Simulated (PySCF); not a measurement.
Al(Cl)(SH)2 (AlClH2S2), SMILES [SH][Al]([SH])[Cl]. Heavy atoms are numbered as in [Al:1]([Cl:2])([SH:3])[SH:5]. Hydrogens are named by the atom that carries them.

Coordinates come from a PBE0-D3(BJ)/def2-SVP optimisation. Other conformers were not sampled.

All values below come from KT2/pcSseg-1 (PySCF).

GIAO shieldings, no solvent; atoms alike by connectivity are averaged. δ = σ(ref) − σ: ³⁵Cl against HCl (σ = 945.4 ppm); ³³S against H2S (σ = 723.0 ppm); ¹H against TMS (σ = 31.47 ppm), references at their B3LYP-D3(BJ)/def2-TZVP geometries, non-relativistic (without spin–orbit terms, shifts of atoms bonded to Cl or Br come out too high).

Computed chemical shifts:
```tsv
nucleus	atoms	count	δ (ppm)
³⁵Cl	Cl2	1	53.3
³³S	S3 (SH)	2	42.3
¹H	H on S3	2	0.73
```
